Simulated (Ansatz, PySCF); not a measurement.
Molecule: sum formula BeHSBr, net charge 0, singlet state. SMILES: [SH][Be][Br]
Coordinates optimised at B3LYP-D3(BJ)/def2-TZVP (Ansatz, a quantum-chemistry and plane-wave program):
```xyz
4

Be    -0.4605     0.4338     0.1403
Br     0.9483    -0.8534    -0.3129
S     -1.8126     1.7019     0.5556
H     -2.3446     0.9031     1.5007
```
Charge 0, spin multiplicity 1.

Quantity: atomisation energy (electronic, to ground-state atoms), in kcal/mol. Correlated levels leave the core frozen unless marked. UHF or UKS for open shells. Spin-orbit coupling is left out. The frozen core is the preceding noble-gas configuration, with the filled d and f shells of earlier blocks. No relativistic terms. The coupled-cluster limit lacks core correlation, which all-electron functionals hold. Basis-set limits of correlation are two-point, X^-3; Hartree-Fock from the larger set.

| level | program | atomisation energy (kcal/mol) |
|---|---|---|
| BLYP/def2-TZVPD | Ansatz | … |
| revPBE/def2-TZVPD | Ansatz | … |
| BP86/def2-TZVPD | PySCF | … |
| TPSS-D4/def2-TZVPD | PySCF + dftd4 | 274.6 |
| M06-L-D4/def2-TZVPD | PySCF + dftd4 | 272.9 |
| BHLYP-D4/def2-TZVPD | Ansatz + dftd4 | 264.2 |
| TPSSh/def2-TZVPD | PySCF | 271.6 |
| LC-wPBE/def2-TZVPD | Ansatz | … |
| B2PLYP-D4/def2-TZVPD | Ansatz + dftd4 | 266.9 |
| PBE-QIDH/def2-TZVPD | Ansatz | 269.4 |
| SCS-MP2/STO-3G | Ansatz | 284.9 |
| SCS-MP2/6-31G | Ansatz | 207.8 |
| SCS-MP2/def2-QZVPP | Ansatz | 270.6 |
| CCSD/6-31G | Ansatz | 201.8 |
| CCSD(T)/CBS(def2-TZVPPD,def2-QZVPPD) | Ansatz | 270.8 |

Fill in the missing entries.


- BLYP/def2-TZVPD, atomisation energy (kcal/mol): 264.9
- revPBE/def2-TZVPD, atomisation energy (kcal/mol): 264.5
- BP86/def2-TZVPD, atomisation energy (kcal/mol): 275.0
- LC-wPBE/def2-TZVPD, atomisation energy (kcal/mol): 267.7
